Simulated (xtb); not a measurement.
xtb input file for cyclohexanone (C6H10O), SMILES C1C(CCCC1)=O, GFN2-xTB. 

```
$ xtb mol.xyz --gfn 2 --ohess tight --chrg 0 --uhf 0 --json
$ cat mol.xyz
17

O      2.65170000     0.45930000    -0.09020000
C      1.53370000     0.25360000     0.20660000
C      0.51020000     1.40850000     0.29540000
C     -0.78530000     1.08560000    -0.56860000
C     -1.34940000    -0.23980000    -0.10520000
C     -0.33190000    -1.34430000    -0.32690000
C      0.91690000    -1.04410000     0.49270000
H      0.24720000     1.52140000     1.32860000
H      0.97860000     2.31350000    -0.06670000
H     -1.51900000     1.89020000    -0.37670000
H     -0.50390000     1.03320000    -1.60520000
H     -2.23750000    -0.41970000    -0.67310000
H     -1.64250000    -0.20640000     0.93180000
H     -0.74360000    -2.34750000    -0.01660000
H     -0.04710000    -1.42230000    -1.38570000
H      1.69630000    -1.86100000     0.28730000
H      0.69610000    -1.08470000     1.56580000
```

Output:

```
[banner left out]
          |                Calculation Setup                |
           -------------------------------------------------



           -------------------------------------------------
          |                 G F N 2 - x T B                 |
           -------------------------------------------------

        Reference                      10.1021/acs.jctc.8b01176
      * Hamiltonian:
        H0-scaling (s, p, d)           1.850000    2.230000    2.230000
        zeta-weighting                 0.500000
      * Dispersion:
        s8                             2.700000
        a1                             0.520000
        a2                             5.000000
        s9                             5.000000
      * Repulsion:
        kExp                           1.500000    1.000000
        rExp                           1.000000
      * Coulomb:
        alpha                          2.000000
        third order                    shell-resolved
        anisotropic                    true
        a3                             3.000000
        a5                             4.000000
        cn-shift                       1.200000
        cn-exp                         4.000000
        max-rad                        5.000000


          ...................................................
          :                      SETUP                      :
          :.................................................:
          :  # basis functions                  38          :
          :  # atomic orbitals                  38          :
          :  # shells                           24          :
          :  # electrons                        40          :
          :  max. iterations                   250          :
          :  Hamiltonian                  GFN2-xTB          :
          :  restarted?                      false          :
          :  GBSA solvation                  false          :
[...]
    16   1 H        0.924     0.056     2.249     2.345
    17   1 H        0.924     0.056     2.246     2.344

 Mol. C6AA /au·bohr⁶  :       2306.096839
 Mol. C8AA /au·bohr⁸  :      50626.107888
 Mol. α(0) /au        :         71.325674


Wiberg/Mayer (AO) data.
largest (>0.10) Wiberg bond orders for each atom

 ---------------------------------------------------------------------------
     #   Z sym  total        # sym  WBO       # sym  WBO       # sym  WBO
 ---------------------------------------------------------------------------
     1   8 O    2.074 --     2 C    1.872
     2   6 C    3.915 --     1 O    1.872     7 C    0.989     3 C    0.989
     3   6 C    3.997 --     4 C    0.989     2 C    0.989     9 H    0.975
                             8 H    0.953
     4   6 C    3.996 --     5 C    1.010     3 C    0.989    11 H    0.978
                            10 H    0.976
     5   6 C    3.998 --     4 C    1.010     6 C    1.010    13 H    0.977
                            12 H    0.975
     6   6 C    3.996 --     5 C    1.010     7 C    0.989    15 H    0.978
                            14 H    0.976
     7   6 C    3.997 --     6 C    0.989     2 C    0.989    16 H    0.975
                            17 H    0.953
     8   1 H    0.997 --     3 C    0.953
     9   1 H    0.997 --     3 C    0.975
    10   1 H    0.999 --     4 C    0.976
    11   1 H    0.998 --     4 C    0.978
    12   1 H    0.999 --     5 C    0.975
    13   1 H    0.999 --     5 C    0.977
    14   1 H    0.999 --     6 C    0.976
    15   1 H    0.998 --     6 C    0.978
    16   1 H    0.997 --     7 C    0.975
    17   1 H    0.997 --     7 C    0.953
 ---------------------------------------------------------------------------

Topologies differ in total number of bonds
Writing topology from bond orders to xtbtopo.mol

molecular dipole:
                 x           y           z       tot (Debye)
 q only:       -1.173      -0.181       0.271
   full:       -1.328      -0.202       0.349       3.527
molecular quadrupole (traceless):
                xx          xy          yy          xz          yz          zz
 q only:       -7.536      -2.011       4.457       1.648       0.136       3.079
  q+dip:      -10.041      -2.602       5.037       1.284       0.182       5.005
   full:      -10.028      -2.490       4.803       1.989       0.348       5.225

           -------------------------------------------------
          |                Geometry Summary                 |
           -------------------------------------------------

      molecular mass/u    :       98.1432278
   center of mass at/Å    :        0.4631054       0.0781471      -0.0278603
  moments of inertia/u·Å² :        0.1191983E+03   0.1990673E+03   0.2820856E+03
rotational constants/cm⁻¹ :        0.1414251E+00   0.8468306E-01   0.5976069E-01

 * 15 selected distances

     #   Z          #   Z                                           value/Å
     1   8 O        2   6 C                                       1.2045852
     3   6 C        4   6 C                                       1.5309169 (max)
     4   6 C        5   6 C                                       1.5243768
     5   6 C        6   6 C                                       1.5244108
     6   6 C        7   6 C                                       1.5308819
     3   6 C        8   1 H                                       1.0928735
     3   6 C        9   1 H                                       1.0909757 (min)
     4   6 C       10   1 H                                       1.0918187
Molecule has the following symmetry elements: (sigma)
It seems to be the Cs point group
     4   6 C       11   1 H                                       1.0922376
     5   6 C       12   1 H                                       1.0917274
     5   6 C       13   1 H                                       1.0926493
     6   6 C       14   1 H                                       1.0918155
     6   6 C       15   1 H                                       1.0922304
     7   6 C       16   1 H                                       1.0910249
     7   6 C       17   1 H                                       1.0929327

 * 3 distinct bonds (by element types)

   Z      Z             #   av. dist./Å        max./Å        min./Å
   1 H    6 C          10     1.0920286     1.0929327     1.0909757
   6 C    6 C           4     1.5276466     1.5309169     1.5243768
   6 C    8 O           1     1.2045852     1.2045852     1.2045852

           -------------------------------------------------
          |               Frequency Printout                |
           -------------------------------------------------
 projected vibrational frequencies (cm⁻¹)
eigval :       -0.00    -0.00     0.00     0.00     0.00     0.00
eigval :       85.35   175.80   299.56   394.65   399.28   487.33
eigval :      489.59   662.57   798.85   801.71   888.70   905.27
eigval :      924.67   968.13   982.06  1048.96  1078.54  1103.35
eigval :     1120.65  1137.93  1200.32  1213.36  1234.88  1239.66
eigval :     1296.40  1310.71  1333.43  1345.24  1352.80  1454.87
eigval :     1463.10  1487.54  1488.01  1500.69  1780.16  2960.24
eigval :     2964.25  2966.44  2973.35  2978.18  2986.48  2988.12
eigval :     2992.11  3002.12  3002.98
 reduced masses (amu)
   1: 12.02   2: 10.81   3: 11.83   4: 11.80   5: 10.21   6:  9.98   7: 11.37   8:  7.23
   9:  6.97  10:  8.85  11:  9.58  12:  6.25  13: 11.35  14:  9.38  15:  9.67  16:  4.93
  17:  4.31  18:  8.37  19:  4.48  20:  7.31  21:  7.79  22:  1.58  23:  6.32  24:  6.30
  25:  3.88  26:  8.39  27:  4.45  28:  6.38  29:  3.96  30:  3.91  31:  5.00  32:  4.79
  33:  4.26  34:  4.87  35:  5.27  36:  2.04  37:  1.94  38:  1.96  39:  1.88  40:  2.02
  41: 13.36  42:  1.79  43:  1.79  44:  1.86  45:  1.99  46:  1.79  47:  1.49  48:  1.66
  49:  1.58  50:  1.71  51:  1.69
 IR intensities (km·mol⁻¹)
   1:  0.80   2:  1.49   3:  0.13   4:  0.87   5:  1.27   6:  0.18   7:  2.64   8:  1.90
   9:  0.28  10:  0.41  11:  2.80  12:  0.38  13: 12.70  14:  7.59  15:  7.23  16:  4.75
  17:  6.21  18:  1.16  19:  0.18  20: 11.34  21:  2.39  22:  2.26  23:  4.49  24:  7.76
  25: 34.47  26:  4.17  27:  0.49  28: 62.89  29:  1.74  30:  9.21  31:  9.37  32:  9.79
  33:  4.17  34:  6.63  35:  0.07  36:  2.83  37:  5.05  38:  1.41  39:  1.71  40:  0.04
  41:373.06  42:  3.38  43: 10.27  44:  2.68  45: 24.55  46: 30.63  47: 25.56  48:101.81
  49: 82.88  50: 25.64  51: 54.99
 Raman intensities (Ä⁴*amu⁻¹)
   1:  0.00   2:  0.00   3:  0.00   4:  0.00   5:  0.00   6:  0.00   7:  0.00   8:  0.00
   9:  0.00  10:  0.00  11:  0.00  12:  0.00  13:  0.00  14:  0.00  15:  0.00  16:  0.00
  17:  0.00  18:  0.00  19:  0.00  20:  0.00  21:  0.00  22:  0.00  23:  0.00  24:  0.00
  25:  0.00  26:  0.00  27:  0.00  28:  0.00  29:  0.00  30:  0.00  31:  0.00  32:  0.00
  33:  0.00  34:  0.00  35:  0.00  36:  0.00  37:  0.00  38:  0.00  39:  0.00  40:  0.00
  41:  0.00  42:  0.00  43:  0.00  44:  0.00  45:  0.00  46:  0.00  47:  0.00  48:  0.00
  49:  0.00  50:  0.00  51:  0.00
 output can be read by thermo (or use thermo option).
 writing <g98.out> molden fake output.
 recommended (thermochemical) frequency scaling factor: 1.0
           -------------------------------------------------
          |             Thermodynamic Functions             |
           -------------------------------------------------

cs  symmetry found (for desy threshold:  0.10E+00) used in thermo

          ...................................................
          :                      SETUP                      :
          :.................................................:
          :  # frequencies                          45      :
          :  # imaginary freq.                       0      :
Note: The following floating-point exceptions are signalling: IEEE_UNDERFLOW_FLAG IEEE_DENORMAL
normal termination of xtb
          :  linear?                             false      :
          :  only rotor calc.                    false      :
          :  symmetry                               cs      :
          :  rotational number                       1      :
          :  scaling factor                  1.0000000      :
          :  rotor cutoff                   50.0000000 cm⁻¹ :
          :  imag. cutoff                  -20.0000000 cm⁻¹ :
          :.................................................:

    mode    ω/cm⁻¹     T·S(HO)/kcal·mol⁻¹    T·S(FR)/kcal·mol⁻¹   T·S(vib)
   ------------------------------------------------------------------------
       1     85.35    -1.12224 ( 89.46%)    -0.89786 ( 10.54%)    -1.09860
       2    175.80    -0.70738 ( 99.35%)    -0.68394 (  0.65%)    -0.70722
       3    299.56    -0.42318 ( 99.92%)    -0.52611 (  0.08%)    -0.42326
   ------------------------------------------------------------------------

   temp. (K)  partition function   enthalpy   heat capacity  entropy
                                   cal/mol     cal/K/mol   cal/K/mol   J/K/mol
 298.15  VIB   13.7                 2300.054     18.682     12.843
         ROT  0.198E+06              888.752      2.981     27.214
         INT  0.272E+07             3188.806     21.662     40.057
         TR   0.941E+27             1481.254      4.968     39.644
         TOT                        4670.0601    26.6305    79.7010   333.4689

       T/K    H(0)-H(T)+PV         H(T)/Eh          T*S/Eh         G(T)/Eh
   ------------------------------------------------------------------------
    298.15    0.744221E-02    0.156135E+00    0.378685E-01    0.118266E+00
   ------------------------------------------------------------------------

         :::::::::::::::::::::::::::::::::::::::::::::::::::::
         ::                  THERMODYNAMIC                  ::
         :::::::::::::::::::::::::::::::::::::::::::::::::::::
         :: total free energy         -21.900787037439 Eh   ::
         ::.................................................::
         :: total energy              -22.019053087749 Eh   ::
         :: zero point energy           0.148692348246 Eh   ::
         :: G(RRHO) w/o ZPVE           -0.030426297937 Eh   ::
         :: G(RRHO) contrib.            0.118266050309 Eh   ::
         :::::::::::::::::::::::::::::::::::::::::::::::::::::

optimized geometry written to: xtbopt.xyz


           -------------------------------------------------
          | TOTAL ENERGY              -22.019053087749 Eh   |
          | TOTAL ENTHALPY            -21.862918525075 Eh   |
          | TOTAL FREE ENERGY         -21.900787037439 Eh   |
          | GRADIENT NORM               0.000155455338 Eh/α |
          | HOMO-LUMO GAP               3.833196308629 eV   |
           -------------------------------------------------

------------------------------------------------------------------------
------------------------------------------------------------------------
 total:
 SCF:
 ANC optimizer:
 analytical hessian:
```

The calculation finished and met its thresholds.

Cost: roughly 1.3 core-seconds.
